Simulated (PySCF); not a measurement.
**Löwdin shares of the frontier orbitals**

Compound: C₄H₁₂NPSi₂.
Atom-mapped SMILES: `[SiH3:1][N:2]([SiH3:3])[P:4]1[CH2:5][CH:6]=[CH:7][CH2:8]1` (hydrogens: H9, H10, H11 on Si1; H12, H13, H14 on Si3; H15, H16 on C5; H17 on C6; H18 on C7; H19, H20 on C8)

Structure used (PBE0-D3(BJ)/def2-SVP), in Å, numbered top down from 1:
```xyz
20
C4H12NPSi2 angstrom
Si    -1.061   -0.333    1.340
N     -1.202    0.031   -0.377
Si    -2.742    0.321   -1.181
P      0.124    0.181   -1.506
C      1.139   -1.333   -1.089
C      2.009   -0.948    0.071
C      2.090    0.361    0.342
C      1.303    1.273   -0.551
H     -0.421   -1.663    1.578
H     -0.282    0.709    2.074
H     -2.447   -0.365    1.893
H     -2.966   -0.657   -2.288
H     -2.801    1.698   -1.761
H     -3.831    0.175   -0.170
H      0.466   -2.182   -0.879
H      1.740   -1.620   -1.971
H      2.558   -1.704    0.641
H      2.711    0.758    1.151
H      1.958    1.807   -1.263
H      0.734    2.047   -0.008
```

Method used: PySCF 2.14.0, density-fitted response routines, TDDFT wB97X-D/def2-SVPD, vertical, gas phase, core orbitals frozen in the response.

Kohn–Sham orbitals with the atoms that hold most of them (Löwdin shares over 4%, at most four atoms):

| orbital | ε (eV) | atoms |
| --- | --- | --- |
| LUMO+2 | 1.98 | Si1 26%, Si3 20%, H9 5%, H10 5% |
| LUMO+1 | 1.81 | C6 30%, C7 29%, C8 7%, C5 7% |
| LUMO | 1.79 | Si1 17%, Si3 16%, P4 13%, N2 10% |
| HOMO | -8.70 | P4 56%, N2 10%, C8 8%, C5 8% |
| HOMO-1 | -9.19 | N2 47%, Si3 9%, Si1 8%, P4 6% |
| HOMO-2 | -9.20 | C7 30%, C6 30%, C5 7%, C8 7% |
| HOMO-3 | -11.09 | Si3 24%, Si1 17%, H14 17%, H11 11% |

Question: How does S1 compare with the orbital gap of 10.49 eV?

Answer: S1 is at 6.15 eV (f = 0.0001), 4.34 eV below the gap, made of HOMO→LUMO+1 (91%). Without the coupling terms of the response equations the lowest excitation would equal the gap.

Next come S2 at 6.24 eV (f 0.083), HOMO→LUMO (73%); S3 at 6.47 eV (f 0.0024), HOMO-1→LUMO (86%); S4 at 6.68 eV (f 0.0005), HOMO→LUMO+3 (51%), HOMO-2→LUMO+1 (32%); S5 at 6.92 eV (f 0.032), HOMO-1→LUMO+1 (60%), HOMO-1→LUMO+3 (16%), HOMO→LUMO+2 (10%).

Löwdin shares depend on the basis, the more so with diffuse functions.

One conformer stands for the species.
